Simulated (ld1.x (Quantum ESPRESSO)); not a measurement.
# niobium (Nb): one change to an ultrasoft potential, before and after

```json
{"Element": "Nb (Z = 41)", "Generator": "ld1.x (Quantum ESPRESSO) 7.5", "Type": "ultrasoft", "Functional": "PW91", "Relativity": "fully relativistic", "Frozen core": "[Kr]", "Valence charge": "5", "Reference configuration": "4d3 5s0 5p0 (charge +2)", "Partial waves": "5s (bound, empty): rcut 2.45, rcutus 2.80 bohr; 5s channel at -0.5 Ry: rcut 2.45, rcutus 2.80 bohr; 5p (bound, empty): rcut 2.40, rcutus 2.85 bohr; 5p channel at 0.05 Ry: rcut 2.40, rcutus 2.85 bohr; 4d (bound): rcut 1.80, rcutus 2.20 bohr; 4d channel at 0.05 Ry: rcut 1.80, rcutus 2.20 bohr", "Local potential": "all-electron potential smoothed inside 2.40 bohr (lloc = -1)", "Core correction": "Bessel-smoothed model core inside 1.90 bohr", "Augmentation charge": "built from norm-conserving waves at rcut, not smoothed further"}
```

Open shells are filled in proportion to 2j + 1 (rel_dist='average').

Change: local potential all-electron potential smoothed inside 1.56 bohr (lloc = -1).

Cutoffs: the cutoffs (Ry, on a coarse ladder) from which the occupation-weighted sum of valence levels, in a spherical-Bessel basis at the reference potential, stays within 10 and 1 mRy of its value at 400 Ry; they do not see the model core or the augmentation charge, which bear on the density cutoff. Errors are all-electron minus pseudo energies relative to the spin-unpolarised reference configuration.

Question: What does the change do?

Answer: The potential gets harder (18 Ry and 25 Ry → 18 Ry and 35 Ry); the bound ghosts move from p to d, p, s; the number of tests that count goes from 7 to 5; of the 5 tests that both files solve, the error grows in 0 and shrinks in 4 by more than 15 % and 0.3 meV (median size 84.6 → 60.6 meV); the range in which the s phases agree widens (upper end 0.1 → 2.3); the range in which the p1/2 phases agree widens (upper end -0.3 → 3.0). A state that the projectors do not describe sees the local part alone, so a deeper or shallower local part can create or remove a ghost.

| quantity | base | changed |
| --- | --- | --- |
| cutoff, loose | 18 Ry | 18 Ry |
| cutoff, tight | 25 Ry | 35 Ry |
| bound ghosts | p3/2 | s, p1/2, p3/2, d3/2 |
| tests counted (converged, no solver errors) | 7 of 7 | 5 of 7 |
| error for 4d4 5s1 5p0, meV [ΔE -20.78 eV] | -59 | -42 |
| error for 4d4 5s0 5p0, meV [ΔE -14.09 eV] | -85 | -61 |
| error for 4d2 5s0 5p0, meV [ΔE 24.78 eV] | -195 | -150 |
| error for 4d1 5s0 5p0, meV [ΔE 61.76 eV] | -995 | -808 |
| error for 4d3 5s1 5p0, meV [ΔE -13.71 eV] | -12 | -13 |
| s: phases at 3.10 bohr within 0.05 rad from the reference energy up to (Ry; the scan ends near 5) | 0.1 | 2.3 |
| p1/2: phases at 3.10 bohr within 0.05 rad from the reference energy up to (Ry; the scan ends near 5) | -0.3 | 3.0 |
| p3/2: phases at 3.10 bohr within 0.05 rad from the reference energy up to (Ry; the scan ends near 5) | 3.0 | 2.9 |
| d3/2: phases at 3.10 bohr within 0.05 rad from the reference energy up to (Ry; the scan ends near 5) | 3.8 | -0.8 |
| d5/2: phases at 3.10 bohr within 0.05 rad from the reference energy up to (Ry; the scan ends near 5) | 4.2 | -0.9 |
| lowest overlap eigenvalue by channel | s 0.29, p1/2 0.57, p3/2 0.66, d3/2 0.74, d5/2 0.76 | s 0.17, p1/2 0.55, p3/2 0.66, d3/2 0.59, d5/2 0.66 |

Changed file: Tests not counted: 4d3 5s1 5p1 (pseudo-atom not self-consistent, printed error -2.6 eV); 4d4 5s0 5p1 (solver errors, printed error -1.9 eV). A true bound ghost makes a file unfit for plane-wave use even where its test errors are small: the radial tests pick states by their node count and pass the ghost by. Where a test does run into it, the solver fails or the error is huge.
